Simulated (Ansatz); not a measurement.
```yaml
crystal:
  periodic: [false, false, false]
  atoms:
    - {symbol: C, position_ang: [0.467985, -0.288099, 1.712580]}
    - {symbol: N, position_ang: [0.226266, -0.382760, 0.294809]}
    - {symbol: C, position_ang: [0.680062, -1.648985, -0.223140]}
    - {symbol: Y, position_ang: [-0.688607, 1.159586, -0.891569]}
    - {symbol: O, position_ang: [-1.226159, 2.844864, 0.112207]}
    - {symbol: O, position_ang: [-0.900972, 0.743652, -2.871071]}
    - {symbol: H, position_ang: [1.538880, -0.378783, 1.959702]}
    - {symbol: H, position_ang: [-0.052354, -1.079238, 2.277785]}
    - {symbol: H, position_ang: [0.123111, 0.674251, 2.106299]}
    - {symbol: H, position_ang: [0.496413, -1.721102, -1.300737]}
    - {symbol: H, position_ang: [0.169326, -2.501782, 0.254344]}
    - {symbol: H, position_ang: [1.760547, -1.801354, -0.063676]}
    - {symbol: H, position_ang: [-1.528921, 3.685935, 0.439985]}
    - {symbol: H, position_ang: [-1.065587, 0.693795, -3.807518]}
basis:
  gaussian: {orbitals: def2-SVPD}
magnetization: {spin_polarized: true, initial_magnetization: 1}
hamiltonian: {xc: {name: HF}}
accuracy: high
```

```sh
$ ansatz run in.yaml --threads 2 --pin off --events-out ev --progress --plain --max-ram 20480MiB --backend cpu
```

(1) How does Ansatz answer? (Estimate.)

Results:

(1) Ansatz gave: The program refused the input.
```
Error: a molecule whose nuclei and cores have a total charge of 54 cannot have a net charge of 0 together with 1 unpaired electrons
```
